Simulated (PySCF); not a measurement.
# Computed properties of CH8O3Si2, SMILES C[Si](O)(O)[SiH2]O

CH8O3Si2, SMILES C[Si](O)([SiH2]O)O. Geometry: TPSSh-D3(BJ)/def2-SVP. This is a generated structure with no PubChem entry under its InChIKey; it may be hypothetical. The values are those of a single conformer. All values are computed for the isolated molecule unless a solvent is named; none is compared with measurement here.

**Structure.** All 36 harmonic modes at TPSSh-D3(BJ)/def2-SVP (PySCF) are real, so it is a minimum. With heavy atoms numbered as in [CH3:1][Si:2]([OH:3])([OH:4])[SiH2:5][OH:6], the shortest bond between them is Si2–O3 at 1.675 Å and the longest Si2–Si5 at 2.341 Å.

**Vibrations.** The strongest infrared lines (harmonic, unscaled, degenerate partners summed) lie at 971 cm⁻¹ (268 km/mol, H 89 %), 925 cm⁻¹ (204 km/mol, Si 42 %, O 40 %, H 15 %), 861 cm⁻¹ (156 km/mol, H 45 %, Si 26 %, O 25 %). The softest mode is at 52 cm⁻¹ and the zero-point energy is 61.0 kcal/mol.

**Electronic structure.** M06-2X/def2-TZVP (PySCF) places the frontier levels at -8.83 and 0.31 eV, a gap of 9.14 eV, and gives a dipole moment of 1.08 D and a mean polarisability of 73.1 bohr³. PBE/def2-TZVP (PySCF) at the same geometry gives -6.46 and -1.29 eV, so its gap is 3.97 eV narrower. An orbital gap is neither the optical nor the fundamental gap.

**Excitations.** TDA-CAM-B3LYP/def2-SVPD (PySCF) has S1 at 6.27 eV (198 nm, f = 0.024, weak); the most intense of the 6 singlets computed lies at 7.55 eV (f = 0.12). T1 (TDA) is at 5.61 eV, 0.66 eV under S1. TDA-PBE/def2-SVPD (PySCF) puts S1 at 5.39 eV. No vertical singlet excitation falls in the visible range (under 3.1 eV).

**NMR.** GIAO shifts at HF/pcSseg-1 (PySCF) (non-relativistic, atoms alike by connectivity averaged): ¹³C at 3.2 ppm against TMS; ¹H from 0.6 to 4.7 ppm against TMS; ²⁹Si from -27.6 to -3.2 ppm against TMS.

**Solvation.** SMD-B3LYP/6-31G* (PySCF) gives -9.6 kcal/mol in water, -11.0 kcal/mol in ethanol, -6.3 kcal/mol in ethylethanoate (1 M in both phases, gas-phase geometry); of these solvents ethanol holds the molecule best.
